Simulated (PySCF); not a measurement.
Ionisation energy of Be(3+) by level of theory

Be(3+) 1s1 (2S) → Be(4+) (bare nucleus), as a difference of total energies. Calculation: PySCF 2.14, in an uncontracted even-tempered set (17 s from 0.49 bohr⁻², ratio 2.2; 7 p from 0.82 bohr⁻², ratio 2.4; 4 d from 2.5 bohr⁻², ratio 2.4; 3 f from 3.7 bohr⁻², ratio 2.4; 3 g from 5.5 bohr⁻², ratio 2.4); the spin-free X2C one-electron Hamiltonian (Gaussian nucleus). The calculations carry no spin-orbit coupling.

```json
{"method": "UHF", "ionisation energy (eV)": "217.74"}
{"method": "LDA", "ionisation energy (eV)": "213.96"}
{"method": "PBE", "ionisation energy (eV)": "217.22"}
{"method": "PBE0", "ionisation energy (eV)": "217.38"}
{"method": "r2SCAN", "ionisation energy (eV)": "217.74"}
{"method": "BLYP", "ionisation energy (eV)": "217.46"}
{"method": "r2SCANh", "ionisation energy (eV)": "217.74"}
```

For comparison: 217.72 eV (theoretical estimate listed by NIST; NIST Atomic Spectra Database, ionization energies).
